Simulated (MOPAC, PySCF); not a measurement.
CH₅BO₂, SMILES `CB(O)O` (O–B–O–H torsion 0°, O–B–O–H torsion 180°), neutral singlet in the gas phase. 

Cartesian coordinates (Å):
SMILES: OB(O)C
```xyz
9

C      1.1074    -0.0520     0.0354
B     -0.4627    -0.1005     0.0566
O     -1.1004    -1.1500     0.6448
O     -1.2522     0.8732    -0.5020
H      1.4830    -0.1129    -0.9915
H      1.4846     0.8883     0.4496
H      1.5480    -0.8734     0.6009
H     -2.0566    -1.0645     0.5846
H     -0.7512     1.5867    -0.8997
```
Charge 0, spin multiplicity 1.

All levels are single points at this geometry (PBE0-D3(BJ)/def2-TZVP); Pople sets use spherical d functions. Orbital energies aren't observables, and empty levels follow the basis.

PM3 in MOPAC gives dipole (D) = 1.25.

Q: Estimate the dipole (D) from each of these levels: M06-2X/def2-TZVP in PySCF; PBE-D3(BJ)/def2-TZVP in PySCF; M06-2X/6-31G* in PySCF; HF/3-21G in PySCF; PM7 in MOPAC.

A: 
```
level                          dipole (D)
-----------------------------  ----------
M06-2X/def2-TZVP in PySCF            1.56
PBE-D3(BJ)/def2-TZVP in PySCF        1.48
M06-2X/6-31G* in PySCF               1.62
HF/3-21G in PySCF                    1.96
PM7 in MOPAC                         1.58
```
